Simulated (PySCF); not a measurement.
MoO3, multiplicity 1. Atoms are numbered in the order given.

```xyz
4

Mo     0.0000     0.0000    -0.1971
O      1.4008     0.8087     0.3450
O      0.0000    -1.6175     0.3450
O     -1.4008     0.8087     0.3450
```

The structure is a stationary point at B3LYP-D3(BJ)/def2-TZVP. The spin state was assumed, not searched. The isomer is the one that the SMILES or the coordinates give; other isomers of the formula were not compared. The def2 effective core potentials stand for the cores of Mo; spin–orbit coupling is left out.

These are TDA-B3LYP/def2-SVPD run with PySCF 2.14.0 values and carry that method's errors.

Vertical excitations; the highest root listed may be one member of a degenerate set.  State labels are in the subgroup Cs.

| state | symmetry | energy (eV) | λ (nm) | f | main pairs |
|---|---|---|---|---|---|
| S1 | A" | 2.36 | 525 | 0.000 | HOMO→LUMO 100 % |
| S2 | A' | 2.74 | 452 | 0.009 | HOMO−1→LUMO (degenerate set) |
| S3 | A" | 2.74 | 452 | 0.009 | HOMO−2→LUMO (degenerate set) |
| S4 | A' | 3.08 | 403 | 0.000 | HOMO−3→LUMO 99 % |
| S5 | A" | 4.35 | 285 | 0.000 | HOMO→LUMO+1, HOMO−1→LUMO+2, HOMO−2→LUMO+1 (degenerate set) |
| S6 | A' | 4.35 | 285 | 0.000 | HOMO→LUMO+2, HOMO−2→LUMO+2, HOMO−1→LUMO+1 (degenerate set) |
| S7 | A" | 4.68 | 265 | 0.000 | HOMO−2→LUMO+1 50 %, HOMO−1→LUMO+2 50 % |
| S8 | A' | 4.71 | 263 | 0.009 | HOMO−1→LUMO+1 50 %, HOMO−2→LUMO+2 50 % |
| S9 | A' | 4.80 | 258 | 0.000 | HOMO−2→LUMO+2, HOMO−1→LUMO+1, HOMO−6→LUMO, HOMO−3→LUMO+1 (degenerate set) |
| S10 | A" | 4.80 | 258 | 0.000 | HOMO−1→LUMO+2, HOMO−2→LUMO+1, HOMO−5→LUMO, HOMO−3→LUMO+2 (degenerate set) |
| T1 | A" | 2.23 | 556 | 0 | HOMO→LUMO 98 % |
| T2 | A' | 2.35 | 527 | 0 | HOMO−1→LUMO (degenerate set) |
| T3 | A" | 2.35 | 527 | 0 | HOMO−2→LUMO (degenerate set) |
| T4 | A' | 2.80 | 443 | 0 | HOMO−3→LUMO 97 % |
Triplets are in the Tamm–Dancoff approximation.
